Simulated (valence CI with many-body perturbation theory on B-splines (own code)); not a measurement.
**La25+: calculated level list**

Calculated by valence CI with perturbative core correlation (CI+MBPT): four valence electrons over a frozen Dirac-Fock core [Ar] 3d10, a basis of 11 s, 11 p, 10 d, 8 f, 5 g, 2 h functions for each j, with the one-electron correlation potential Σ1 (screened to all orders), the two-electron term Σ2, the three-electron term Σ3, Breit, model QED; selected single and double excitations, second order for the rest, scaled by the run's own slope (own B-spline code, finite nucleus).

No measured levels were compared; by estimate levels hold to about 250 cm⁻¹ or 0.2 % of their energy and the worst to 1 %, as in measured heavy ions of charge 2 to 7; those with d or f electrons hold less well. Among the levels kept, up to 500 cm⁻¹ of a level comes from second order outside the variational space, and about a tenth of that is noise between levels of different J, which matters for small intervals.

Levels 136 to 179 of 179, with energies above the lowest level, (4s^2 4p1/2^2) J=0. "Leading %" is the weight of the configuration and term that name the level; weights of strongly mixed levels are sums over their largest components and can fall short. In the jj column 3d3/2^4 stands for four electrons in 3d with j = 3/2.

```
No.  Configuration  Term  J  E (eV)  Leading %    Second component      g                   Leading jj
136      4s.4p.4d2   5G°  3  291.07         21      9 % 4p3.4d 3D°  1.109  4s 4p1/2 4d3/2 4d5/2 (30 %)
137         4p3.4d   3P°  1  291.30         54      9 % 4p3.4d 3D°  1.419   4p1/2 4p3/2^2 4d3/2 (50 %)
138      4s.4p.4d2   5G°  4  292.18         57  11 % 4s.4p.4d2 5F°  1.188  4s 4p1/2 4d3/2 4d5/2 (60 %)
139         4p3.4d   3D°  2  292.46         43     19 % 4p3.4d 3P°  1.248   4p1/2 4p3/2^2 4d5/2 (72 %)
140         4p3.4d   3S°  1  292.70         28     26 % 4p3.4d 1P°  1.472   4p1/2 4p3/2^2 4d5/2 (61 %)
141      4s.4p2.4f   3G°  3  292.93         21   7 % 4s.4p2.4f 3F°  1.069  4s 4p1/2 4d3/2 4d5/2 (26 %)
142         4p3.4d   3F°  2  292.93         28     12 % 4p3.4d 3D°  0.992   4p1/2 4p3/2^2 4d5/2 (53 %)
143         4p3.4d   3F°  3  294.30         35     21 % 4p3.4d 1F°  1.054   4p1/2 4p3/2^2 4d5/2 (49 %)
144      4s.4p.4d2   5D°  0  294.47         86   5 % 4s.4p.4d2 3P°             4s 4p1/2 4d3/2^2 (51 %)
145         4p3.4d   1F°  3  294.78         31     22 % 4p3.4d 3D°  1.124   4p1/2 4p3/2^2 4d5/2 (72 %)
146      4s.4p.4d2   5D°  1  294.80         58  13 % 4s.4p.4d2 3D°  1.250  4s 4p1/2 4d3/2 4d5/2 (69 %)
147      4s.4p.4d2   5D°  2  294.81         32  11 % 4s.4p.4d2 5F°  1.239  4s 4p1/2 4d3/2 4d5/2 (61 %)
148      4s.4p.4d2   5G°  5  296.84         46  12 % 4s.4p.4d2 5F°  1.238  4s 4p1/2 4d3/2 4d5/2 (39 %)
149      4s.4p.4d2   5F°  1  297.38         46  12 % 4s.4p.4d2 5P°  0.724      4s 4p1/2 4d3/2^2 (49 %)
150         4p3.4d   1D°  2  297.46         18     11 % 4p3.4d 3P°  1.129   4p1/2 4p3/2^2 4d5/2 (56 %)
151      4s.4p.4d2   5D°  3  297.46         20  10 % 4s.4p2.4f 3G°  1.179  4s 4p1/2 4d3/2 4d5/2 (30 %)
152         4p3.4d   3D°  1  298.40         20     20 % 4p3.4d 1P°  0.811   4p1/2 4p3/2^2 4d3/2 (51 %)
153      4s.4p.4d2   3H°  4  298.55         45  12 % 4s.4p.4d2 3G°  0.961  4s 4p1/2 4d3/2 4d5/2 (46 %)
154      4s.4p.4d2   5P°  1  298.96         44  14 % 4s.4p.4d2 5D°  1.956      4s 4p1/2 4d3/2^2 (36 %)
155      4s.4p.4d2   5D°  2  299.19         29  28 % 4s.4p.4d2 5F°  1.331      4s 4p1/2 4d3/2^2 (34 %)
156      4s.4p.4d2   5D°  4  300.23         28  10 % 4s.4p.4d2 3H°  1.253      4s 4p1/2 4d5/2^2 (42 %)
157      4s.4p.4d2   3F°  2  301.26         40   7 % 4s.4p.4d2 5G°  0.841  4s 4p1/2 4d3/2 4d5/2 (31 %)
158      4s.4p.4d2   3H°  5  301.62         23  15 % 4s.4p.4d2 3G°  1.152  4s 4p1/2 4p3/2 4f7/2 (31 %)
159      4s.4p.4d2   5D°  3  302.09         26  15 % 4s.4p.4d2 5F°  1.283  4s 4p1/2 4d3/2 4d5/2 (52 %)
160      4s.4p.4d2   3G°  3  303.75         16  15 % 4s.4p.4d2 5D°  1.041  4s 4p1/2 4d3/2 4d5/2 (39 %)
161      4s.4p2.4f   5G°  4  304.15         36  14 % 4s.4p.4d2 3F°  1.195  4s 4p1/2 4p3/2 4f5/2 (48 %)
162      4s.4p2.4f   5G°  5  304.40         36  26 % 4s.4p2.4f 5F°  1.277  4s 4p1/2 4p3/2 4f7/2 (65 %)
163      4s.4p.4d2   5P°  2  304.46         28  25 % 4s.4p.4d2 5D°  1.585  4s 4p1/2 4d3/2 4d5/2 (59 %)
164      4s.4p.4d2   3D°  1  304.69         47   8 % 4s.4p2.4f 3D°  0.695  4s 4p1/2 4d3/2 4d5/2 (21 %)
165      4s.4p2.4f   5G°  3  304.86         24  18 % 4s.4p.4d2 5F°  1.165  4s 4p1/2 4p3/2 4f5/2 (54 %)
166      4s.4p2.4f   5F°  2  304.94         27  15 % 4s.4p2.4f 5D°  1.134  4s 4p1/2 4p3/2 4f5/2 (56 %)
167      4s.4p2.4f   5D°  4  305.11         16  13 % 4s.4p.4d2 5D°  1.268  4s 4p1/2 4d3/2 4d5/2 (34 %)
168      4s.4p2.4f   5G°  6  305.27         44  28 % 4s.4p2.4f 3H°  1.270  4s 4p1/2 4p3/2 4f7/2 (66 %)
169      4s.4p2.4f   5F°  1  305.51         68  11 % 4s.4p2.4f 5D°  0.307  4s 4p1/2 4p3/2 4f5/2 (83 %)
170      4s.4p.4d2   3F°  3  306.08         16  11 % 4s.4p.4d2 3G°  1.097      4s 4p1/2 4d5/2^2 (34 %)
171      4s.4p.4d2   3D°  2  306.35         18  13 % 4s.4p.4d2 3P°  1.230      4s 4p1/2 4d5/2^2 (40 %)
172         4p3.4d   3F°  4  307.42         27  22 % 4s.4p2.4f 3G°  1.166         4p3/2^3 4d5/2 (44 %)
173         4p3.4d   3P°  0  307.59         39  13 % 4s.4p.4d2 3P°                4p3/2^3 4d3/2 (47 %)
174      4s.4p2.4f   3D°  3  308.33         19  12 % 4s.4p.4d2 3G°  1.030  4s 4p1/2 4p3/2 4f5/2 (21 %)
175      4s.4p2.4f   3G°  5  308.46         39  36 % 4s.4p2.4f 5F°  1.266  4s 4p1/2 4p3/2 4f7/2 (64 %)
176      4s.4p2.4f   5D°  1  308.73         33  13 % 4s.4p2.4f 3P°  1.223  4s 4p1/2 4p3/2 4f5/2 (47 %)
177      4s.4p2.4f   5D°  2  308.93         28  14 % 4s.4p2.4f 5F°  1.172  4s 4p1/2 4p3/2 4f5/2 (54 %)
178      4s.4p2.4f   3F°  3  309.00         27  21 % 4s.4p2.4f 5F°  1.199  4s 4p1/2 4p3/2 4f5/2 (48 %)
179      4s.4p2.4f   5F°  4  309.18         22  18 % 4s.4p2.4f 3F°  1.263  4s 4p1/2 4p3/2 4f5/2 (46 %)
```

Where two levels of one J and parity lie close, their mixing, g and order are uncertain.
